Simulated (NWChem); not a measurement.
System: SiI₃ cation

Excerpt of the output:

```
             Northwest Computational Chemistry Package (NWChem) 7.3.0
             --------------------------------------------------------

 D3H symmetry detected

                             Geometry "geometry" -> ""
                             -------------------------

 Output coordinates in angstroms (scale by  1.889725989 to convert to a.u.)

  No.       Tag          Charge          X              Y              Z
 ---- ---------------- ---------- -------------- -------------- --------------
    1 I                   53.0000     0.60796787    -2.26896696     0.00000000
    2 Si                  14.0000     0.00000000    -0.00000000     0.00000000
    3 I                   53.0000     1.66099910     1.66099910     0.00000000
    4 I                   53.0000    -2.26896696     0.60796787     0.00000000

 Effective nuclear repulsion energy (a.u.)    1597.5134000514

      Symmetry information
      --------------------

 Group name             D3h
 Group number             27
 Group order              12
 No. of unique centers     2

                                 NWChem DFT Module
                                 -----------------

 Summary of "ao basis" -> "ao basis" (spherical)
 ------------------------------------------------------------------------------
       Tag                 Description            Shells   Functions and Types
 ---------------- ------------------------------  ------  ---------------------
 I                          def2-svp                10       26   4s4p2d
 Si                         def2-svp                 8       18   4s3p1d

      Symmetry analysis of basis
      --------------------------

        a1'        17
        a1"         2
        a2'         6
        a2"         9
        e'         44
        e"         18

  Rotation of axis

            General Information
            -------------------
          SCF calculation type: DFT
          Wavefunction type:  closed shell.
          No. of atoms     :     4
          No. of electrons :    88
           Alpha electrons :    44
            Beta electrons :    44
          Charge           :     1
          Spin multiplicity:     1
          Use of symmetry is: on ; symmetry adaption is: on
          Maximum number of iterations: 150
          AO basis - number of functions:    96
                     number of shells:    38
          Convergence on energy requested:  1.00D-06
          Convergence on density requested:  1.00D-05
          Convergence on gradient requested:  5.00D-04

              XC Information
              --------------
                   Becke 97-D Method XC Functional
                  Becke 1997-D Exchange Functional  1.000
                Becke 1997-D Correlation Potential  1.000

             Grid Information
             ----------------
          Grid used for XC integration:  medium
          Radial quadrature: Mura-Knowles
          Angular quadrature: Lebedev.
          Tag              B.-S. Rad. Rad. Pts. Rad. Cut. Ang. Pts.
          ---              ---------- --------- --------- ---------
          I                   1.40      123          11.0       590
          Si                  1.10       88           8.0       590
          Grid pruning is: on
          Number of quadrature shells:   211
          Spatial weights used:  Erf1

      Superposition of Atomic Density Guess
      -------------------------------------

 Sum of atomic energies:       -1330.11990396

 Renormalizing density from      89.00 to     88

      Non-variational initial energy
      ------------------------------

 Total energy =   -1174.846382
 1-e energy   =   -2880.075276
 2-e energy   =    1224.818631
 HOMO         =      -0.556924
 LUMO         =      -0.304435

      Symmetry analysis of molecular orbitals - initial
      -------------------------------------------------

  Numbering of irreducible representations:

     1 a1'         2 a1"         3 a2'         4 a2"         5 e'
     6 e"

  Orbital symmetries:

     1 a1'         2 e'          3 e'          4 a1'         5 a1'
     6 a1'         7 e'          8 e'          9 e'         10 e'
    11 a2'        12 a2"        13 e"         14 e"         15 e'
    16 e'         17 a2"        18 a1'        19 e'         20 e'
    21 e'         22 e'         23 a2"        24 a2'        25 e"
    26 e"         27 a1'        28 e"         29 e"         30 e'
    31 e'         32 a1"        33 a1'        34 e'         35 e'
    36 a1'        37 e'         38 e'         39 a2"        40 e'
    41 e'         42 e"         43 e"         44 a2'        45 a1'
    46 a2"        47 e'         48 e'         49 a1'        50 e'
    51 e'         52 e"         53 e"         54 e'

     ---------------------------------------------
      Total Density - Mulliken Population Analysis
     ---------------------------------------------

    Atom       Charge   Shell Charges
 -----------   ------   -------------------------------------------------------
    1 I   25    25.03   1.83  0.23  1.33  0.56  2.91  3.15  2.81  2.19  9.86  0.17
    2 Si  14    12.91   2.00  1.99  1.03  0.15  5.94  0.78  0.83  0.18
    3 I   25    25.03   1.83  0.23  1.33  0.56  2.91  3.15  2.81  2.19  9.86  0.17
    4 I   25    25.03   1.83  0.23  1.33  0.56  2.91  3.15  2.81  2.19  9.86  0.17

   convergence    iter        energy       DeltaE   RMS-Dens  Diis-err
 ---------------- ----- ----------------- --------- --------- ---------
 d= 0,ls=0.0,diis     1  -1183.7466556218 -1.66D+03  2.36D-02  9.16D-01
 d= 0,ls=0.0,diis     2  -1183.2978449018  4.49D-01  2.08D-02  3.28D+00
 d= 0,ls=0.0,diis     3  -1183.8211899196 -5.23D-01  4.76D-03  1.56D-01
 d= 0,ls=0.0,diis     4  -1183.8497604979 -2.86D-02  8.50D-04  6.85D-03
 d= 0,ls=0.0,diis     5  -1183.8509473522 -1.19D-03  2.13D-04  3.22D-04
  Resetting Diis
 d= 0,ls=0.0,diis     6  -1183.8509999902 -5.26D-05  2.30D-05  3.20D-06
 d= 0,ls=0.0,diis     7  -1183.8510006113 -6.21D-07  8.40D-06  8.36D-08

         Total DFT energy =    -1183.851000611280
      One electron energy =    -2897.681464265401
           Coulomb energy =     1322.446944783294
    Exchange-Corr. energy =      -89.018497388941
 Nuclear repulsion energy =      480.410262822510

    Dispersion correction =       -0.008246562742

 Numeric. integr. density =       87.999998053231

                  Occupations of the irreducible representations
                  ----------------------------------------------

                     irrep           alpha         beta
                     --------     --------     --------
                     a1'               8.0          8.0
                     a1"               1.0          1.0
                     a2'               3.0          3.0
                     a2"               4.0          4.0
                     e'               20.0         20.0
                     e"                8.0          8.0

                       DFT Final Molecular Orbital Analysis
                       ------------------------------------

 Vector   42  Occ=2.000000D+00  E=-4.370110D-01  Symmetry=e"
              MO Center= -8.5D-01, -7.5D-01, -6.2D-16, r^2= 5.8D+00
   Bfn.  Coefficient  Atom+Function         Bfn.  Coefficient  Atom+Function
  ----- ------------  ---------------      ----- ------------  ---------------
    83     -0.473301  4 I  pz                13      0.456342  1 I  pz
    86     -0.363732  4 I  pz                16      0.350699  1 I  pz
    80      0.185778  4 I  pz                10     -0.179121  1 I  pz
    77      0.150006  4 I  pz                 7     -0.144632  1 I  pz
    43     -0.052792  2 Si d  1              41     -0.049558  2 Si d -1

 Vector   43  Occ=2.000000D+00  E=-4.370110D-01  Symmetry=e"
              MO Center=  8.5D-01,  7.5D-01, -2.0D-16, r^2= 5.8D+00
   Bfn.  Coefficient  Atom+Function         Bfn.  Coefficient  Atom+Function
  ----- ------------  ---------------      ----- ------------  ---------------
    57      0.536730  3 I  pz                60      0.412477  3 I  pz
    13     -0.283051  1 I  pz                83     -0.253678  4 I  pz
    16     -0.217525  1 I  pz                54     -0.210675  3 I  pz
    86     -0.194952  4 I  pz                51     -0.170109  3 I  pz
    10      0.111102  1 I  pz                80      0.099573  4 I  pz

 Vector   44  Occ=2.000000D+00  E=-4.180014D-01  Symmetry=a2'
              MO Center=  4.0D-15, -1.9D-14, -1.6D-17, r^2= 7.4D+00
   Bfn.  Coefficient  Atom+Function         Bfn.  Coefficient  Atom+Function
  ----- ------------  ---------------      ----- ------------  ---------------
    11      0.384178  1 I  px                82     -0.384178  4 I  py
    14      0.291302  1 I  px                85     -0.291302  4 I  py
    55     -0.281238  3 I  px                56      0.281238  3 I  py
    58     -0.213248  3 I  px                59      0.213248  3 I  py
     8     -0.149644  1 I  px                79      0.149644  4 I  py

 Vector   45  Occ=0.000000D+00  E=-3.152254D-01  Symmetry=a2"
              MO Center= -3.5D-15,  5.3D-16,  2.2D-15, r^2= 4.8D+00
   Bfn.  Coefficient  Atom+Function         Bfn.  Coefficient  Atom+Function
  ----- ------------  ---------------      ----- ------------  ---------------
    39      0.625118  2 Si pz                36      0.443117  2 Si pz
    16     -0.271166  1 I  pz                60     -0.271166  3 I  pz
    86     -0.271166  4 I  pz                13     -0.249129  1 I  pz
    57     -0.249129  3 I  pz                83     -0.249129  4 I  pz
    33     -0.210077  2 Si pz                10      0.096597  1 I  pz

[...]
```

Level: B97-D/def2-SVP with def2 effective core potentials on I. All runs use the structure optimised with PBE0/def2-SVP. def2 effective core potentials on I; no spin-orbit coupling.

Reconstruct the input file.

This is not unique; one that fits is the input that was run:
```
start job
memory heap 200 mb stack 900 mb global 1100 mb
charge 1
geometry units angstroms noautoz
  I      0.607968    -2.268967     0.000000
  Si     0.000000     0.000000     0.000000
  I      1.660999     1.660999     0.000000
  I     -2.268967     0.607968     0.000000
end
basis spherical
  * library def2-svp
end
ecp
  I library def2-ecp
end
dft
  xc becke97-d
  disp vdw 2
  iterations 150
  mulliken
end
task dft energy
```
